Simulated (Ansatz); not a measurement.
Gas-phase reaction in SMILES: N[SiH2][SiH](N)N + 4 [H][H] (H2) -> 3 N (NH3) + 2 [SiH4] (SiH4)
Each molecule is optimised on its own at B3LYP-D3(BJ)/def2-TZVP (Ansatz, an electronic-structure program), one conformer each, not searched for the lowest.
Geometry of the first species:
```
Si
N 1 1.7245
H 2 1.0077 1 119.29
H 2 1.0087 3 111.21 1 -146.34
N 1 1.7286 2 106.73 3 147.55
H 5 1.0085 1 120.34 2 165.83
H 5 1.0099 6 111.18 1 -147.12
H 1 1.4917 2 103.53 3 24.17
Si 1 2.3495 8 111.49 2 124.57
N 9 1.7350 1 105.12 8 -175.69
H 10 1.0085 9 121.12 1 175.09
H 10 1.0089 11 110.86 9 -144.91
H 9 1.4862 10 108.00 11 55.11
H 9 1.4973 13 105.52 10 122.90
```
Charge 0, spin multiplicity 1.

Property: energy of full hydrogenation (electronic energy difference), in kcal/mol. Correlated levels leave the core frozen unless marked. No spin-orbit coupling. Non-relativistic. CBS marks a two-point X^-3 extrapolation of the correlation energy; Hartree-Fock from the larger set.

| level | program | energy of full hydrogenation (kcal/mol) | minus last row |
|---|---|---|---|
| revPBE/def2-TZVPD | Ansatz | 5.6 | -8.8 |
| r2SCAN-D3(BJ)/def2-TZVPD | Ansatz + dftd3 | 15.8 | 1.4 |
| B3LYP-D4/def2-TZVPD | Ansatz + dftd4 | 12.2 | -2.2 |
| CAM-B3LYP-D4/def2-TZVPD | Ansatz + dftd4 | 10.1 | -4.3 |
| SCS-MP2/STO-3G | Ansatz | 1.2 | -13.2 |
| CCSD(T)/cc-pwCVTZ | Ansatz | 12.2 | -2.2 |
| CCSD(T)/CBS(cc-pV(T+d)Z,cc-pV(Q+d)Z) | Ansatz | 14.4 | 0.0 |
